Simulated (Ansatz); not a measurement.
Input for Ansatz (development build ahead of 0.2.0):

```yaml
crystal:
  periodic: [false, false, false]
  atoms:
    - { symbol: F, position_ang: [0.0, 0.0, 1.565] }
    - { symbol: S, position_ang: [0.0, 0.0, 0.0] }
    - { symbol: F, position_ang: [1.565, 0.0, 0.0] }
    - { symbol: F, position_ang: [0.0, -1.565, 0.0] }
    - { symbol: F, position_ang: [-1.565, 0.0, 0.0] }
    - { symbol: F, position_ang: [0.0, 0.0, -1.565] }
    - { symbol: F, position_ang: [0.0, 1.565, 0.0] }
basis:
  gaussian: { orbitals: "6-31G" }
hamiltonian:
  xc: hf
output:
  forces: true
```

The input is written out in the form of the current development build from the run's settings.

The run gave:

* Converged: yes
* Total energy: -993.52267 hartree

Forces (eV/Å):
| atom | Fx | Fy | Fz |
| --- | --- | --- | --- |
| F1 | 0.000 | 0.000 | 5.405 |
| S2 | 0.000 | 0.000 | 0.000 |
| F3 | 5.405 | 0.000 | 0.000 |
| F4 | 0.000 | -5.405 | 0.000 |
| F5 | -5.405 | 0.000 | 0.000 |
| F6 | 0.000 | 0.000 | -5.405 |
| F7 | 0.000 | 5.405 | 0.000 |
